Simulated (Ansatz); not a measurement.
BiH2(iPr) (C3H9Bi). Total charge 0; singlet. Geometry PBE0-D4/def2-SVP.

```xyz
13

Bi    0.972    0.316    1.920
H     2.081    1.623    1.372
H    -0.191    1.545    2.534
C    -0.075    0.210   -0.134
C    -1.400   -0.517    0.009
C     0.853   -0.442   -1.143
H    -0.250    1.261   -0.408
H    -2.079   -0.013    0.715
H    -1.265   -1.555    0.358
H    -1.922   -0.573   -0.964
H     0.371   -0.497   -2.137
H     1.793    0.117   -1.267
H     1.112   -1.475   -0.857
```

In the def2 sets Bi takes a core potential; there is no spin–orbit coupling. HSE06 is defined as in plane-wave codes, on full-range PBE exchange.

(1) Estimate the orbital energies around the gap (eV) in Ansatz with PBE-D4/def2-TZVP, revPBE-D4/def2-TZVP, PBE0-D4/def2-TZVP, HSE06-D4/def2-TZVP, CAM-B3LYP-D4/def2-TZVP.

## Answers

(1) 
```
orbital  PBE-D4/def2-TZVP  revPBE-D4/def2-TZVP  PBE0-D4/def2-TZVP  HSE06-D4/def2-TZVP  CAM-B3LYP-D4/def2-TZVP
HOMO−13            -26.21               -26.19             -28.71              -28.30                  -30.19
HOMO−12            -19.43               -19.42             -22.00              -21.58                  -23.63
HOMO−11            -16.92               -16.92             -19.27              -18.85                  -20.89
HOMO−10            -15.19               -15.13             -17.05              -16.63                  -18.74
 HOMO−9            -13.59               -13.56             -15.47              -15.05                  -17.07
 HOMO−8            -11.06               -11.01             -12.71              -12.30                  -14.25
 HOMO−7            -10.45               -10.40             -12.03              -11.61                  -13.54
 HOMO−6             -9.94                -9.89             -11.48              -11.07                  -12.96
 HOMO−5             -9.33                -9.30             -10.84              -10.43                  -12.33
 HOMO−4             -8.37                -8.32              -9.79               -9.38                  -11.22
 HOMO−3             -8.22                -8.19              -9.63               -9.23                  -11.08
 HOMO−2             -7.52                -7.48              -8.71               -8.31                  -10.04
 HOMO−1             -6.82                -6.77              -7.90               -7.51                   -9.19
   HOMO             -5.78                -5.72              -6.75               -6.37                   -7.95
   LUMO             -1.07                -0.96              -0.33               -0.69                    0.53
 LUMO+1             -0.61                -0.53               0.14               -0.23                    1.02
 LUMO+2             -0.30                -0.23               0.46                0.10                    1.23
 LUMO+3              1.06                 1.13               1.88                1.51                    2.68
 LUMO+4              1.49                 1.55               2.28                1.91                    3.05
 LUMO+5              1.54                 1.60               2.34                1.96                    3.11
```
